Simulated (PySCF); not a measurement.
Ranking problems on computed properties.

Species are written as SMILES; each is one conformer at its optimised geometry, gas phase, non-relativistic unless stated; the electronic structure was computed with PySCF and density fitting.

The conformers computed, where there is a choice (atom-mapped SMILES and torsion angles):
- `[F:1]/[CH:2]=[C:3](/[SiH3:4])[CH2:5][SiH2:6][S:7][SiH3:8]`: C2–C3–C5–Si6 80°, C3–C5–Si6–S7 82°, C5–Si6–S7–Si8 -179°
- `[CH2:1]=[CH:2][C@@:3]1([C:4]([F:5])([F:6])[F:7])[CH2:8][C@@H:9]1[C:10](=[O:11])[Cl:12]`: C1–C2–C3–C4 -126°, C2–C3–C4–F5 36°, C8–C9–C10–O11 -9°
- `[CH2:1]=[C:2]=[CH:3][C@@H:4]1[CH2:5][C@H:6]([CH3:7])[C@H:8]1[F:9]`: C2–C3–C4–C5 -130°
- `[SH:1][c:2]1[cH:3][cH:4][c:5]2[nH:6][cH:7][cH:8][c:9]2[cH:10]1`: H–S1–C2–C3 180°
- `[CH3:1][C@:2]12[CH2:3][C@:4]([CH:5]3[CH2:6][CH2:7][CH2:8]3)([CH2:9]1)[CH2:10]2`: C3–C4–C5–C6 173°
- `[F:1][CH2:2][CH2:3][CH:4]1[CH:5]=[CH:6][CH2:7][CH:8]=[CH:9]1`: F1–C2–C3–C4 180°, C2–C3–C4–C5 62°
- `[CH3:1][C:2]#[C:3][P@H:4](=[S:5])[CH:6]([CH3:7])[CH3:8]`: C3–P4–C6–C7 -169°

The conformers of `C1C[C@@H]2C[C@H](C1)[C@H]2C1CC1`, `C=CP1CCSCC1`, `C1C2CC3CC1CC(C2)C3` and `C=C=C1CCC[C@H]1CF` aren't listed.

Task: Rank by HOMO energy, highest first (PBE0/pcSseg-1 at GFN2-xTB geometries).
A. `C=CP1CCSCC1`
B. `F/C=C(/[SiH3])C[SiH2]S[SiH3]`
C. `C=C[C@@]1(C(F)(F)F)C[C@@H]1C(=O)Cl`
D. `C1C[C@@H]2C[C@H](C1)[C@H]2C1CC1`

Result: A (-6.36 eV), B (-7.24 eV), D (-7.34 eV), C (-8.32 eV).

Task: Rank by dipole moment, highest first (PBE0/pcSseg-1 at GFN2-xTB geometries).
A. `C[C@]12C[C@](C3CCC3)(C1)C2`
B. `C(F)([C@]1(C=C)C[C@@H]1C(Cl)=O)(F)F`
C. `Sc1ccc2[nH]ccc2c1`
D. `[C@@H]1([C@@H]([C@@H](C)C1)F)C=C=C`
E. `CC#C[P@H](=S)C(C)C`
F. `F/C=C(/[SiH3])C[SiH2]S[SiH3]`
G. `FCCC1C=CCC=C1`

Result: E (4.87 D), B (4.60 D), C (3.23 D), G (2.14 D), D (1.67 D), F (0.49 D), A (0.11 D).

Task: By how much do the two ends of that ranking differ?

Result: By 4.76 D, between `CC#C[P@H](=S)C(C)C` and `C[C@]12C[C@](C3CCC3)(C1)C2`.

Task: Rank by smallest rotational constant, lowest first (GFN2-xTB).
A. `C[C@]12C[C@](C3CCC3)(C1)C2`
B. `c1c2cc(ccc2[nH]c1)S`
C. `CC#C[P@H](=S)C(C)C`
D. `FC(F)([C@@]1(C=C)[C@@H](C(=O)Cl)C1)F`

Result: D (0.531 GHz), B (0.600 GHz), C (0.695 GHz), A (0.754 GHz).

Task: Rank by HOMO–LUMO gap, lowest first (PBE0/pcSseg-1 at GFN2-xTB geometries).
A. `C=C=C1CCC[C@H]1CF`
B. `C=C[C@@]1(C(F)(F)F)C[C@@H]1C(=O)Cl`
C. `[C@]12(C[C@@](C2)(C2CCC2)C1)C`
D. `c12c(cc[nH]1)cc(S)cc2`
E. `F/C=C(/[SiH3])C[SiH2]S[SiH3]`
F. `CC#C[P@H](=S)C(C)C`
G. `C1C(CCF)C=CCC=1`
H. `C1C2CC3CC1CC(C2)C3`

Result: D (5.29 eV), F (6.29 eV), B (6.80 eV), E (7.01 eV), G (7.16 eV), A (7.33 eV), H (8.89 eV), C (9.23 eV).
